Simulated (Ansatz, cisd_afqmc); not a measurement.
System: SiH3I, charge 0, singlet. SiH3I (iodosilane, SMILES [SiH3]I).
B3LYP-D3(BJ)/def2-TZVP minimum from Ansatz (a quantum-chemistry and plane-wave program):
```xyz
5

Si    -1.8417     0.0322    -0.0097
I      0.6171    -0.0108     0.0032
H     -2.2812     1.4043    -0.3298
H     -2.3208    -0.3665     1.3282
H     -2.3180    -0.9169    -1.0347
```

Atomisation energy term by term, kcal/mol (programs: Ansatz, cisd_afqmc). UHF or UKS for unpaired electrons; spin-orbit terms are left out. Cores are frozen in correlated methods (noble-gas shells, and filled d and f shells in the p block). Past Kr the def2 sets carry scalar-relativistic core potentials. The Monte Carlo rows (phaseless AFQMC, CISD trial, step 0.005/hartree) carry one-sigma bars that omit the constraint's bias. Outlying blocks are dropped, and bars are widened where a walk drifts. Over all cases where full CI ran beside it in this data, AFQMC minus full CI had a median of +0.1 mEh and passed +0.4 mEh in a tenth of the cases. CBS(X,Y): correlation extrapolated as X^-3, Hartree-Fock from the larger set. A bracket is a step between two methods taken in the basis named. Where a partner has so few electrons that a lower coupled-cluster level is exact, that level stands in. Spin-orbit terms, left out, reach several kcal/mol for Br and I, and more for heavier atoms.

| term | basis | kcal/mol |
|---|---|---|
| Hartree-Fock | def2-QZVPP | 237.27 |
| CCSD correlation | CBS(def2-TZVPP,def2-QZVPP) | 70.04 |
| (T) | CBS(def2-TZVPP,def2-QZVPP) | 3.27 |
| CCSDT(Q) - CCSD(T) | def2-TZVPP | 0.02 |
| CCSDTQ - CCSDT(Q) | def2-SVP | -0.01 |
| sum: De |  | 310.6 |

The step beyond CCSD(T) by other levels: CCSDTQ in def2-SVP 0.23; AFQMC/CISD in def2-SVP 0.41 ± 0.15; CCSDT(Q) in def2-SVP 0.24 kcal/mol.
